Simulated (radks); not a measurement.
Results of a calculation; reference values are marked as such.
V, configuration [Ar] 3d3 4s2. Level of theory: non-relativistic Kohn-Sham, BLYP, spin-polarised, spherical densities, point nucleus; open shells are filled with parallel spins first (a radial shooting solver on a logarithmic mesh with Libxc functionals).

Local quantities along the radius. ELF = 1/(1 + alpha^2) is the electron localisation function; alpha = (tau - tau_W)/tau_unif compares the Pauli kinetic energy density with that of the uniform gas (summed over spins); r v_xc is r times the local exchange-correlation potential of spin up (hartree bohr); 4 pi r^2 rho is in e/bohr.

r (bohr)	ELF	alpha	r v_xc	4 pi r^2 rho
0.003345	1.000	0.01443	-0.1025	0.9869
0.004461	1.000	0.01547	-0.1222	1.668
0.005902	1.000	0.01691	-0.1467	2.732
0.00781	1.000	0.01905	-0.1774	4.381
0.01042	1.000	0.02242	-0.2163	6.914
0.01378	0.999	0.02768	-0.2617	10.37
0.01838	0.999	0.03697	-0.3156	14.95
0.02432	0.997	0.05375	-0.3729	19.97
0.03244	0.992	0.08940	-0.4320	24.64
0.04292	0.972	0.1700	-0.4823	27.15
0.05679	0.876	0.3767	-0.5173	26.47
0.07574	0.547	0.9102	-0.5348	23.17
0.1002	0.281	1.601	-0.5477	20.73
0.1337	0.365	1.319	-0.6194	22.67
0.1769	0.678	0.6894	-0.7627	27.77
0.2359	0.834	0.4462	-0.8573	29.19
0.3121	0.775	0.5381	-0.8505	22.20
0.413	0.298	1.536	-0.7664	12.50
0.5508	0.175	2.170	-0.7433	9.130
0.7288	0.666	0.7075	-0.9789	11.30
0.972	0.814	0.4782	-1.056	10.79
1.286	0.667	0.7071	-0.9808	6.489
1.715	0.274	1.627	-0.8380	2.776
2.27	0.175	2.169	-0.7419	1.378
3.003	0.482	1.036	-0.6969	0.9057
4.005	0.808	0.4877	-0.6240	0.4957
5.3	0.880	0.3688	-0.5145	0.1765
7.068	0.834	0.4469	-0.3657	0.03305
9.352	0.567	0.8744	-0.2408	0.003086
12.47	0.098	3.036	-0.1499	0.0001046

On this mesh the ELF has minima near r = 0.12, 0.48, 2.0 bohr, which separate the shells, and maxima near 0.27 (0.84), 0.97 (0.81), 5.3 (0.88).
